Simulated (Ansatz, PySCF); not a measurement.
Al(F)(Me)(OtBu) (C5H12AlFO), SMILES [CH3][Al]([O]C(C)(C)C)[F].

Geometry optimised at B3LYP-D3(BJ)/def2-SVP. Other conformers were not sampled.

Vertical ionisation energy (IE) and electron affinity (EA) in eV. Rows of orbital energies are one-electron estimates. Where ΔSCF, EOM or ADC give a negative EA the extra electron is unbound and the value depends on the basis.

```csv
level,IE,EA
"−ε(HOMO), −ε(LUMO), r2SCAN/def2-SVP (PySCF)",6.76,0.21
"ΔSCF, CAM-B3LYP/def2-SVPD (Ansatz), final states of multiplicity 2 and 2",…,…
```

What belongs in the gaps? (The exact figures need the calculation; the answer reports its results.)


- ΔSCF, CAM-B3LYP/def2-SVPD (Ansatz, a first-principles code), final states of multiplicity 2 and 2, IE: 10.21
- ΔSCF, CAM-B3LYP/def2-SVPD (Ansatz), final states of multiplicity 2 and 2, EA: -0.68

What vertical singlet–triplet gap does ΔSCF give with CAM-B3LYP/def2-SVPD (Ansatz)? (An estimate is asked for; the answer gives what the named calculation found.)

6.78 eV (triplet above singlet where positive).
